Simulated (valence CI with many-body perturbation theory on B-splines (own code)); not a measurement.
## Nd29+: electric-dipole lines

Computed by valence CI with perturbative core correlation (CI+MBPT): three valence electrons over a frozen Dirac-Fock core [Ar] 3d10, radial functions for each j: 11 s, 11 p, 10 d, 8 f, 5 g, 2 h, with the one-electron correlation potential Σ1 (screened to all orders), the two-electron term Σ2, the three-electron term Σ3, Breit, model QED; selected single and double excitations, second order for the rest, scaled by the run's own slope (own B-spline code, finite nucleus).

No measured spectrum was set against this ion. As an estimate, large intervals hold to a few tenths of a per cent, small ones and those within an open d or f shell to about a per cent.

Lines 51 to 100 of 557 in falling wavelength, among levels below 33.768 Ry, chosen from the strongest by gf and those to the six lowest levels. Wavelengths and rates use the calculated energies. Electric multipoles are in the length gauge, E1 and E2 with the static RPA response of the core. Weak lines are less certain than strong ones. Lines between different terms over intervals too small for the method are left out, as are lines whose strength nearly cancels. Where a level lies close to another of its J and parity, the split of strength between their lines is uncertain. The highest levels of a list are the least certain.

Levels are named by their leading jj configuration (3d3/2^4 stands for four electrons in 3d with j = 3/2), which in mixed levels can hold well under half, so a name can repeat and another be missing. Letters in brackets count levels of one name in rising energy.

```tsv
λ vac (Å)	Upper	Lower	A (s⁻¹)	S (a.u.) with core polarisation	S without
136.1	(4p3/2^2 4d3/2) J=7/2	(4s 4p3/2 4d5/2) J=7/2 [a]	2.31e+10	2.29e-01	2.47e-01
135.9	(4s 4p3/2 4f5/2) J=5/2 [b]	(4s^2 4f5/2) J=5/2	2.48e+10	1.84e-01	1.99e-01
135.8	(4p3/2 4d5/2^2) J=11/2	(4s 4d5/2^2) J=9/2	2.60e+10	3.85e-01	4.16e-01
135.2	(4p3/2^2 4d5/2) J=5/2 [b]	(4s 4p3/2 4d5/2) J=5/2 [b]	3.88e+10	2.84e-01	3.06e-01
135.2	(4p3/2 4d3/2 4d5/2) J=11/2	(4s 4p3/2 4f7/2) J=11/2	2.72e+10	3.99e-01	4.29e-01
134.8	(4p3/2^2 4f5/2) J=9/2	(4s 4d3/2 4d5/2) J=7/2 [b]	2.06e+10	2.49e-01	2.69e-01
134.6	(4p3/2 4d3/2 4d5/2) J=9/2	(4s 4d5/2^2) J=9/2	1.10e+10	1.32e-01	1.42e-01
133.7	(4p3/2^2 4d5/2) J=7/2	(4s 4p3/2 4d5/2) J=5/2 [a]	2.47e+10	2.33e-01	2.52e-01
133.6	(4p1/2 4p3/2 4d5/2) J=5/2 [c]	(4s 4p1/2 4d5/2) J=3/2	2.69e+10	1.90e-01	2.05e-01
133.4	(4s 4p1/2 4d3/2) J=3/2 [a]	(4s 4p1/2 4p3/2) J=3/2 [b]	1.25e+10	5.85e-02	6.28e-02
133.4	(4s 4p3/2 4d3/2) J=3/2 [b]	(4s^2 4d3/2) J=3/2	3.07e+10	1.44e-01	1.55e-01
133.3	(4p3/2 4d3/2 4d5/2) J=7/2 [e]	(4s 4d5/2^2) J=5/2	1.99e+10	1.86e-01	2.01e-01
132.9	(4s 4p3/2 4d5/2) J=7/2 [a]	(4s^2 4d5/2) J=5/2	1.73e+10	1.61e-01	1.73e-01
132.5	(4p1/2 4p3/2 4d5/2) J=7/2 [b]	(4s 4p1/2 4d5/2) J=5/2 [b]	2.34e+10	2.15e-01	2.32e-01
131.5	(4p1/2 4p3/2 4d5/2) J=7/2 [a]	(4s 4p1/2 4d5/2) J=5/2 [a]	4.09e+10	3.67e-01	3.96e-01
130.8	(4s 4p3/2 4d5/2) J=7/2 [b]	(4s^2 4d5/2) J=5/2	5.87e+10	5.18e-01	5.60e-01
130.6	(4p1/2 4p3/2 4d3/2) J=5/2	(4s 4p1/2 4d3/2) J=5/2	2.63e+10	1.74e-01	1.87e-01
130.6	(4p3/2^2 4f5/2) J=9/2	(4s 4d3/2 4d5/2) J=9/2	1.25e+10	1.37e-01	1.48e-01
130.5	(4p3/2^2 4f7/2) J=9/2	(4s 4p3/2 4f7/2) J=7/2 [a]	3.23e+10	3.54e-01	3.80e-01
130.3	(4p3/2 4d3/2 4d5/2) J=9/2	(4s 4d3/2 4d5/2) J=7/2 [a]	2.65e+10	2.89e-01	3.12e-01
130.2	(4p3/2 4d3/2 4d5/2) J=7/2 [c]	(4s 4d3/2 4d5/2) J=5/2 [b]	2.88e+10	2.50e-01	2.70e-01
129.9	(4p3/2^2 4f7/2) J=7/2	(4s 4d5/2^2) J=5/2	2.30e+10	1.99e-01	2.14e-01
129.4	(4p3/2 4d3/2 4d5/2) J=11/2	(4s 4d3/2 4d5/2) J=9/2	5.77e+10	7.41e-01	7.98e-01
128.8	(4s 4p3/2 4f7/2) J=9/2 [b]	(4s^2 4f7/2) J=7/2	3.10e+10	3.26e-01	3.51e-01
128.1	(4p1/2 4p3/2 4d5/2) J=9/2	(4s 4p1/2 4d5/2) J=7/2	3.10e+10	3.21e-01	3.46e-01
127.4	(4p1/2 4p3/2 4d3/2) J=7/2	(4s 4p1/2 4d3/2) J=5/2	2.03e+10	1.66e-01	1.79e-01
127.1	(4s 4p1/2 4d3/2) J=5/2	(4s 4p1/2 4p3/2) J=3/2 [b]	3.29e+09	2.00e-02	2.17e-02
126.7	(4p1/2 4p3/2 4f5/2) J=5/2 [a]	(4s 4p1/2 4f5/2) J=3/2	2.16e+10	1.31e-01	1.40e-01
126.7	(4p3/2^2 4d3/2) J=3/2 [b]	(4s 4p3/2 4d3/2) J=5/2 [b]	4.70e+10	1.89e-01	2.03e-01
126.7	(4p1/2 4p3/2 4f7/2) J=11/2	(4s 4p1/2 4f7/2) J=9/2	5.19e+10	6.24e-01	6.70e-01
126.6	(4s 4p3/2 4d3/2) J=5/2 [b]	(4s^2 4d3/2) J=3/2	6.48e+10	3.90e-01	4.21e-01
126.6	(4p1/2 4p3/2 4f7/2) J=9/2 [b]	(4s 4p1/2 4f7/2) J=7/2 [b]	6.64e+10	6.65e-01	7.13e-01
126.4	(4p3/2 4d3/2 4d5/2) J=7/2 [b]	(4s 4d3/2 4d5/2) J=7/2 [a]	2.06e+10	1.64e-01	1.77e-01
126.2	(4p1/2 4p3/2 4f5/2) J=9/2	(4p3/2^2 4d3/2) J=7/2	2.16e+10	2.14e-01	2.28e-01
126.1	(4p1/2 4p3/2 4f7/2) J=9/2 [a]	(4s 4p1/2 4f7/2) J=9/2	1.88e+10	1.86e-01	2.00e-01
126.0	(4p3/2 4d3/2 4d5/2) J=7/2 [d]	(4s 4d3/2 4d5/2) J=9/2	1.68e+10	1.33e-01	1.43e-01
125.8	(4p1/2 4p3/2^2) J=3/2	(4s 4p1/2 4p3/2) J=5/2	2.17e+10	8.54e-02	9.18e-02
125.5	(4p1/2 4p3/2 4f7/2) J=3/2	(4s 4p1/2 4f7/2) J=5/2	4.18e+10	1.63e-01	1.75e-01
125.2	(4p3/2^2 4f7/2) J=9/2	(4s 4p3/2 4f7/2) J=9/2 [a]	2.72e+10	2.64e-01	2.84e-01
125.2	(4p1/2 4p3/2 4f7/2) J=7/2 [a]	(4s 4p1/2 4f7/2) J=9/2	2.37e+10	1.83e-01	1.97e-01
124.9	(4p1/2 4p3/2^2) J=5/2	(4s 4p1/2 4p3/2) J=5/2	1.48e+10	8.52e-02	9.18e-02
124.9	(4p3/2 4d3/2^2) J=5/2	(4s 4d3/2 4d5/2) J=5/2 [a]	2.32e+10	1.34e-01	1.44e-01
124.3	(4p1/2 4p3/2 4f5/2) J=7/2	(4s 4p1/2 4f5/2) J=5/2 [a]	2.22e+10	1.68e-01	1.81e-01
124.1	(4p3/2 4d3/2^2) J=3/2 [b]	(4s 4d3/2^2) J=1/2	4.33e+10	1.64e-01	1.76e-01
124.0	(4p1/2 4p3/2 4f7/2) J=7/2 [b]	(4s 4p1/2 4f5/2) J=5/2 [b]	2.67e+10	2.01e-01	2.16e-01
124.0	(4p3/2 4d3/2^2) J=7/2	(4s 4p1/2 4f7/2) J=5/2	1.10e+11	8.25e-01	8.84e-01
123.6	(4p1/2 4p3/2 4f7/2) J=9/2 [a]	(4s 4p1/2 4f7/2) J=7/2 [a]	5.24e+10	4.88e-01	5.23e-01
123.6	(4p3/2 4d3/2 4d5/2) J=7/2 [e]	(4s 4d3/2 4d5/2) J=9/2	1.94e+10	1.44e-01	1.55e-01
123.5	(4p3/2^2 4d5/2) J=5/2 [a]	(4s 4p3/2 4d5/2) J=7/2 [a]	7.24e+10	4.04e-01	4.34e-01
123.4	(4s 4p1/2 4p3/2) J=3/2 [b]	(4s^2 4p1/2) J=1/2	7.48e+10	2.78e-01	2.99e-01
```
